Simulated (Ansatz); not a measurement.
`C[B-](C)(F)[NH2+][SiH3]`, 17 atoms. Total charge 0; spin multiplicity 1. All runs use 4 threads of an Intel Xeon 6975P-C on a shared host. Correlated methods freeze the cores.

Task: How many basis functions does each run have, and how long does it take in Ansatz? RKS PBE0-D4/def2-QZVPP energy; RKS ωB97M-V/def2-QZVPP energy; RKS BLYP-D4/def2-TZVPP energy; RKS PBE0-D4/def2-SVP energy; RHF-CCSD(T)/def2-SVP energy; RKS LC-ωPBE/def2-TZVPP energy; direct RPA on PBE orbitals/def2-TZVPP energy; RKS ωB97M-V/def2-TZVPP energy and forces; RKS revPBE-D4/def2-TZVPP energy; RKS PBE0-D4/def2-TZVP relaxation (20 steps); RKS ωB97M-V/def2-SVP energy; RHF-MP2/def2-TZVPP energy. (Estimate.)

Result: The calculation gave: Other jobs shared the machine, so times are rough.

```tsv
level	job	functions	wall time	peak host memory (GiB)
RKS PBE0-D4/def2-SVP	energy	143	1 s	0.73
RKS revPBE-D4/def2-TZVPP	energy	351	2 s	0.6
RKS BLYP-D4/def2-TZVPP	energy	351	2.1 s	0.6
RKS LC-ωPBE/def2-TZVPP	energy	351	2.7 s	0.91
RKS ωB97M-V/def2-SVP	energy	143	3.3 s	0.73
RHF-MP2/def2-TZVPP	energy	351	4.4 s	1.3
direct RPA on PBE orbitals/def2-TZVPP	energy	351	7 s	1.3
RHF-CCSD(T)/def2-SVP	energy	143	7.5 s	1.2
RKS ωB97M-V/def2-TZVPP	energy and forces	351	10 s	1.8
RKS PBE0-D4/def2-QZVPP	energy	685	12 s	3.3
RKS ωB97M-V/def2-QZVPP	energy	685	21 s	4
RKS PBE0-D4/def2-TZVP	relaxation (20 steps)	258	62 s	0.91
```

LC-ωPBE has ω = 0.4 bohr⁻¹.
